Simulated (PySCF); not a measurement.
Compound: C₈H₁₀O.
Z-matrix (Å and degrees, PBE0-D3(BJ)/def2-SVP geometry), rows numbered from 1:
```
C 
O   1  1.3968
C   2  1.3976  1  113.72
C   3  1.5113  2  113.93  1    69.90
C   4  1.3966  3  121.30  2  -142.12
C   5  1.3947  4  120.65  3  -178.17
C   6  1.3933  5  120.13  4    -0.61
C   7  1.3955  6  119.56  5     0.06
C   8  1.3923  7  120.22  6     0.35
H   1  1.1081  2  111.57  3    59.51
H   1  1.1062  2  112.36  3   -61.92
H   1  1.0988  2  107.63  3   178.49
H   3  1.1028  2  105.78  1  -169.90
H   3  1.1094  2  111.11  1   -54.17
H   5  1.0941  4  119.50  3     1.99
H   6  1.0928  5  119.82  4   179.96
H   7  1.0927  6  120.23  5  -179.62
H   8  1.0929  7  119.95  6  -179.74
H   9  1.0930  4  118.81  3    -2.03
```

The closed-shell ground state was solved at several levels (PySCF, density fitting, gas phase, non-relativistic).

```tsv
level	basis functions	HOMO (eV)	LUMO (eV)	gap (eV)	dipole (D)
wB97X-D/def2-SVPD	263	-8.92	1.33	10.25	1.15
B3LYP/pcSseg-1	203	-6.91	-0.50	6.41	1.14
```

Question: What might PBE0/pcSseg-1 (203 basis functions) give for the same quantities?

Answer: HOMO -7.15 eV, LUMO -0.32 eV, gap 6.83 eV, dipole 1.16 D.

Question: Over all these levels, which gives the widest orbital gap and which the narrowest?

Answer: wB97X-D/def2-SVPD (range-separated hybrid) has the widest, 10.25 eV, and B3LYP/pcSseg-1 (global hybrid, 20 % exact exchange) the narrowest, 6.41 eV. Functional and basis both differ between the two, so the spread mixes both effects.

Question: How far do the dipole and the HOMO energy spread over the levels?

Answer: The dipole runs from 1.14 to 1.16 D (mean 1.15 D) and the HOMO from -8.92 to -6.91 eV.

One conformer stands for the species.
